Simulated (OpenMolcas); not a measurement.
Multiconfigurational calculation on W4+

W4+ among 6 point charges of -1.1 e arranged as a tetragonal octahedron (D4h), 1.99 Å from the ion, with the axial distance 2.109 Å. With inversion symmetry the input lists one of each pair of outer charges.

Input:

```
&GATEWAY
Coord
1

W 0.0 0.0 0.0
Basis=ANO-RCC-VDZP
Group=XYZ
NoMove
AngMom=0.0 0.0 0.0
AMFI
XField
3 Angstrom 0
1.990000 0.000000 0.000000 -1.100000
0.000000 1.990000 0.000000 -1.100000
0.000000 0.000000 2.109400 -1.100000
&SEWARD
* reference wave functions (RASSCF and RASSI steps not shown): 2 electrons in 5 orbitals (5d)
>>> COPY JOB001 $Project.JobIph
&CASPT2
Multistate=10 1 2 3 4 5 6 7 8 9 10
NoMult
Frozen=14 9
IPEA=0.25
Imaginary=0.1
MaxIter=60
WThr=0.0 0.3 0.05
PrWF=0.5
NoMix
>>> COPY JOB002 $Project.JobIph
&CASPT2
Multistate=15 1 2 3 4 5 6 7 8 9 10 11 12 13 14 15
NoMult
Frozen=14 9
IPEA=0.25
Imaginary=0.1
MaxIter=60
WThr=0.0 0.3 0.05
PrWF=0.5
NoMix
```

Launched by
```bash
OMP_NUM_THREADS=1 MOLCAS_MEM=1689 MOLCAS_PROJECT=a pymolcas a.inp > a.log  # once for each step of the input, in one work folder
```

Output, cut to the results:

```
--- CASPT2 ---
Orbital specifications:
      -----------------------

      Symmetry species                           1   2
                                                ag  au
      Frozen orbitals                           14   9
      Inactive orbitals                          1  10
      Active orbitals                            5   0
      Secondary orbitals                        16  13
      Deleted orbitals                           0   0
      Number of basis functions                 36  32
Type of calculation                        SS-CASPT2
      Fock operator                              state-specific
      IPEA shift                                 0.25
      Real shift                                 0.00
      Imaginary shift                            0.10
      The input orbitals will be transformed to quasi-canonical
Reference energy:      -16131.2236216356
      E2 (Non-variational):      -0.7499992795
      Shift correction:          -0.0001056832
      E2 (Variational):          -0.7501049627
      Total energy:          -16131.9737265983
      Residual norm:              0.0000003934
      Reference weight:           0.92784
      Contributions to the CASPT2 correlation energy
      Active & Virtual Only:         -0.0023724519
      One Inactive Excited:          -0.0804320243
      Two Inactive Excited:          -0.6671948033
Reference energy:      -16131.2193778775
      E2 (Non-variational):      -0.7502631317
      Shift correction:          -0.0001064483
      E2 (Variational):          -0.7503695801
      Total energy:          -16131.9697474576
      Residual norm:              0.0000005088
      Reference weight:           0.92771
      Contributions to the CASPT2 correlation energy
      Active & Virtual Only:         -0.0023860848
      One Inactive Excited:          -0.0807199713
      Two Inactive Excited:          -0.6671570757
::    CASPT2 Root  1     Total energy: -16131.97372660
::    CASPT2 Root  2     Total energy: -16131.96974746
::    CASPT2 Root  3     Total energy: -16131.96974745
::    CASPT2 Root  4     Total energy: -16131.93958327
::    CASPT2 Root  5     Total energy: -16131.93791278
::    CASPT2 Root  6     Total energy: -16131.93791278
::    CASPT2 Root  7     Total energy: -16131.89841840
::    CASPT2 Root  8     Total energy: -16131.89865465
::    CASPT2 Root  9     Total energy: -16131.89865463
::    CASPT2 Root 10     Total energy: -16131.88428099
--- CASPT2 ---
Orbital specifications:
      -----------------------

      Symmetry species                           1   2
                                                ag  au
      Frozen orbitals                           14   9
      Inactive orbitals                          1  10
      Active orbitals                            5   0
      Secondary orbitals                        16  13
      Deleted orbitals                           0   0
      Number of basis functions                 36  32
Type of calculation                        SS-CASPT2
      Fock operator                              state-specific
      IPEA shift                                 0.25
      Real shift                                 0.00
      Imaginary shift                            0.10
      The input orbitals will be transformed to quasi-canonical
Reference energy:      -16131.1737319831
      E2 (Non-variational):      -0.7563123641
      Shift correction:          -0.0001747958
      E2 (Variational):          -0.7564871599
      Total energy:          -16131.9302191430
      Residual norm:              0.0000000784
      Reference weight:           0.92360
      Contributions to the CASPT2 correlation energy
      Active & Virtual Only:         -0.0069533463
      One Inactive Excited:          -0.0791280566
      Two Inactive Excited:          -0.6702309611
Reference energy:      -16131.1715894253
      E2 (Non-variational):      -0.7550631562
      Shift correction:          -0.0001360304
      E2 (Variational):          -0.7551991866
      Total energy:          -16131.9267886119
      Residual norm:              0.0000000377
      Reference weight:           0.92526
      Contributions to the CASPT2 correlation energy
      Active & Virtual Only:         -0.0060088389
      One Inactive Excited:          -0.0793578007
      Two Inactive Excited:          -0.6696965166
::    CASPT2 Root  1     Total energy: -16131.93021914
::    CASPT2 Root  2     Total energy: -16131.92678861
::    CASPT2 Root  3     Total energy: -16131.92367320
::    CASPT2 Root  4     Total energy: -16131.92367321
::    CASPT2 Root  5     Total energy: -16131.91999052
::    CASPT2 Root  6     Total energy: -16131.88570537
::    CASPT2 Root  7     Total energy: -16131.88287798
::    CASPT2 Root  8     Total energy: -16131.88287800
::    CASPT2 Root  9     Total energy: -16131.88135500
::    CASPT2 Root 10     Total energy: -16131.87186078
::    CASPT2 Root 11     Total energy: -16131.87186080
::    CASPT2 Root 12     Total energy: -16131.85862933
::    CASPT2 Root 13     Total energy: -16131.84507118
::    CASPT2 Root 14     Total energy: -16131.84270860
::    CASPT2 Root 15     Total energy: -16131.76729855
```

Spin-orbit levels above the lowest (labels of D4, the rotations of D4h), with the averaged single-state CASPT2 energies on the diagonal:

```tsv
E (cm-1)	Degeneracy	Label	2S+1	g
0	1	A1	3	
550	1	B1	3	
1090	2	E	3	0.00 0.00 1.99
1650	1	B2	3 (89 %)	
7310	2	E	3	0.00 0.00 0.72
7420	1	A2	3	
10010	1	B2	3 (80 %)	
10130	1	A1	3	
10800	2	E	3 (85 %)	0.00 0.00 2.34
12120	1	B1	3	
14890	1	B1	1 (62 %)	
15330	2	E	3	0.00 0.00 0.49
15680	1	A2	3	
15990	1	A1	3 (89 %)	
16500	1	A1	1 (65 %)	
16620	1	B1	3 (86 %)	
17140	1	B2	1 (53 %)	
17390	2	E	1 (57 %)	0.00 0.00 0.62
18990	1	A1	3 (87 %)	
21270	1	A2	3
```

Spin-orbit coupling mixes the spin-free states strongly: the lowest level takes only 53 % from its leading state, 3A2. Free-ion shares, where given, are those of the reference states; single-state CASPT2 does not remix them. Point charges carry no covalency, so the field is a model and not that of real ligands. No measured value stands beside these numbers.

The CASPT2 steps took 3.5 s on 1 thread of Arm Neoverse V2, on a shared host; the integral step is not counted.

With an even number of electrons the g values are those of a degenerate or nearly degenerate non-Kramers pair.
